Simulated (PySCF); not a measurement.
C₆H₁₁NSSi.
SMILES with atom numbers: `[CH3:1][S:2][Si@@:3]1([CH3:4])[CH2:5][CH2:6][C@@H:7]1[C:8]#[N:9]` (hydrogens: H10, H11, H12 on C1; H13, H14, H15 on C4; H16, H17 on C5; H18, H19 on C6; H20 on C7)

The same species was optimised twice, with GFN2-xTB and with PBE0-D3(BJ)/def2-SVP (PySCF), and the same property calculations (PySCF, gas phase) were run on both structures.

| coordinate | GFN2-xTB | PBE0-D3(BJ)/def2-SVP | change |
| --- | --- | --- | --- |
| Si3–C4 (Å) | 1.898 | 1.867 | -0.031 |
| Si3–C5 (Å) | 1.917 | 1.893 | -0.024 |
| C7–C8 (Å) | 1.420 | 1.440 | +0.020 |
| S2–Si3 (Å) | 2.157 | 2.139 | -0.018 |
| C6–C7 (Å) | 1.546 | 1.561 | +0.015 |
| C8≡N9 (Å) | 1.146 | 1.160 | +0.014 |
| Si3–C7 (Å) | 1.929 | 1.919 | -0.010 |
| C5–C6 (Å) | 1.541 | 1.549 | +0.008 |
| C1–S2 (Å) | 1.820 | 1.823 | +0.003 |
| Si3–C7–C8 (°) | 114.6 | 119.7 | +5.1 |
| Si3–C7–C6 (°) | 90.4 | 86.3 | -4.1 |
| C6–C7–C8 (°) | 113.6 | 117.7 | +4.1 |
| Si3–C5–C6 (°) | 91.0 | 87.5 | -3.5 |
| C4–Si3–C7 (°) | 116.2 | 112.8 | -3.4 |
| C1–S2–Si3 (°) | 99.6 | 102.6 | +3.0 |
| S2–Si3–C5 (°) | 117.3 | 120.3 | +3.0 |
| C4–Si3–C5 (°) | 117.4 | 115.2 | -2.2 |
| C1–S2–Si3–C4 (°) | -45 | -31 | +14 |

Rotational constants: A = 1900, B = 749.9, C = 691.6 MHz (GFN2-xTB) against A = 1764, B = 768.0, C = 692.5 MHz (PBE0-D3(BJ)/def2-SVP). Point groups within 0.08 Å: C1 and C1.

On the GFN2-xTB structure: HOMO (eV) -7.11 [PBE0/pcSseg-1]; LUMO (eV) -0.16 [PBE0/pcSseg-1]; dipole (D) 4.84 [PBE0/pcSseg-1]; GIAO shielding of C1 (ppm) 175.4 [PBE0/pcSseg-1]; GIAO shielding of S2 (ppm) 652.0 [PBE0/pcSseg-1]; GIAO shielding of Si3 (ppm) 314.7 [PBE0/pcSseg-1]; GIAO shielding of C4 (ppm) 187.1 [PBE0/pcSseg-1]; GIAO shielding of C5 (ppm) 164.0 [PBE0/pcSseg-1]; GIAO shielding of C6 (ppm) 162.8 [PBE0/pcSseg-1]; GIAO shielding of C7 (ppm) 169.0 [PBE0/pcSseg-1]; GIAO shielding of C8 (ppm) 60.9 [PBE0/pcSseg-1].

Q: What do these properties become on the PBE0-D3(BJ)/def2-SVP structure?

A: 
| property | level | on GFN2-xTB | on PBE0-D3(BJ)/def2-SVP | change |
| --- | --- | --- | --- | --- |
| HOMO (eV) | PBE0/pcSseg-1 | -7.11 | -7.16 | -0.05 |
| LUMO (eV) | PBE0/pcSseg-1 | -0.16 | -0.11 | +0.05 |
| dipole (D) | PBE0/pcSseg-1 | 4.84 | 5.04 | +0.20 |
| energy, GFN2-xTB geometry as zero (kcal/mol) | PBE0/pcSseg-1 | 0.0 | -3.2 | -3.2 |
| GIAO shielding of C1 (ppm) | PBE0/pcSseg-1 | 175.4 | 171.6 | -3.8 |
| GIAO shielding of S2 (ppm) | PBE0/pcSseg-1 | 652.0 | 649.8 | -2.2 |
| GIAO shielding of Si3 (ppm) | PBE0/pcSseg-1 | 314.7 | 317.8 | +3.1 |
| GIAO shielding of C4 (ppm) | PBE0/pcSseg-1 | 187.1 | 188.9 | +1.8 |
| GIAO shielding of C5 (ppm) | PBE0/pcSseg-1 | 164.0 | 163.9 | -0.1 |
| GIAO shielding of C6 (ppm) | PBE0/pcSseg-1 | 162.8 | 160.2 | -2.6 |
| GIAO shielding of C7 (ppm) | PBE0/pcSseg-1 | 169.0 | 165.8 | -3.2 |
| GIAO shielding of C8 (ppm) | PBE0/pcSseg-1 | 60.9 | 59.8 | -1.1 |

The heavy atoms differ by 0.253 Å rms after alignment. Among bonds between heavy atoms Si3–C4 changes most (-0.031 Å). Changes are differences of the printed values. Neither structure is proved a minimum here.

Shape of the structure used: `[CH3:1][S:2][Si@@:3]1([CH3:4])[CH2:5][CH2:6][C@@H:7]1[C:8]#[N:9]`: C1–S2–Si3–C4 -31°.
